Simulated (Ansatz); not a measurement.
C3H5Ga, SMILES `C=[C]1[CH2][GaH]1`, charge 0, multiplicity 1.

Question: Give a relaxed structure at PBE0-D4/def2-TZVP (Ansatz 0.2.0). (An estimate is asked.)

Answer: The calculation gave: 
Z-matrix (Å, degrees):
```
C
C 1 1.508
Ga 1 1.982 2 64.4
H 1 1.094 2 113.7 3 -98.6
H 1 1.090 2 119.8 3 125.8
C 2 1.327 1 132.2 3 -149.9
H 3 1.538 1 153.5 2 177.4
H 6 1.091 2 121.4 1 -12.7
H 6 1.085 2 121.8 1 168.2
```
This is one stationary point; other conformers may exist.
